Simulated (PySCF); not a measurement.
19F chemical shifts

All values are calculated (PySCF 2.14): shieldings: GIAO PBE0/pcSseg-1, GFN2-xTB geometry. No relativistic terms, a single conformation, no solvent, equivalent nuclei averaged.

Shieldings were converted by a linear fit to measured shifts: 19F (scatter 6.0 ppm rms, 7.0 ppm with the 5 outliers that the fit left out vs CFCl3, solution or neat liquid, with a term for F on sp3 carbon). A few per cent of atoms miss by over 2 rms, more outside the fitted compound classes.

**Question.** Give the 19F shifts of `C/C=C(/C)F`, `CO[C@H](F)COC(F)F`, `Fc1nc(C(F)(F)F)no1`.

**Answer.** 
```json
{"compound": "C/C=C(/C)F", "environment": "vinylic fluorine", "δ (ppm)": "-105.8"}
{"compound": "[CH3:1][O:2][C@H:3]([F:4])[CH2:5][O:6][CH:7]([F:8])[F:9]", "environment": "F8: fluorine of a CF2 group", "δ (ppm)": "-88.7"}
{"compound": "[CH3:1][O:2][C@H:3]([F:4])[CH2:5][O:6][CH:7]([F:8])[F:9]", "environment": "F9: fluorine of a CF2 group", "δ (ppm)": "-89.3"}
{"compound": "[CH3:1][O:2][C@H:3]([F:4])[CH2:5][O:6][CH:7]([F:8])[F:9]", "environment": "F4: fluorine on an sp3 carbon", "δ (ppm)": "-133.6"}
{"compound": "[F:1][c:2]1[n:3][c:4]([C:5]([F:6])([F:7])[F:8])[n:9][o:10]1", "environment": "F6/7/8: fluorine of a CF3 group (×3)", "δ (ppm)": "-67.1"}
{"compound": "[F:1][c:2]1[n:3][c:4]([C:5]([F:6])([F:7])[F:8])[n:9][o:10]1", "environment": "F1: aryl fluorine", "δ (ppm)": "-96.0"}
```

**Question.** Match the shifts 18.7, -64.2, -105.8, -129.6, -177.6, -223.9 ppm to `C/C=C(/C)F`, `CC1(F)CC1`, `C=C(C)CF`, `COCCOC(F)(F)F`, `C=Cc1ccoc1C(=O)F`, `CC(C)=CF`.

**Answer.** 18.7: C=Cc1ccoc1C(=O)F (fluorine bonded to C); -64.2: COCCOC(F)(F)F (fluorine of an OCF3 group); -105.8: C/C=C(/C)F (vinylic fluorine); -129.6: CC(C)=CF (vinylic fluorine); -177.6: CC1(F)CC1 (fluorine on an sp3 carbon); -223.9: C=C(C)CF (fluorine on an sp3 carbon).
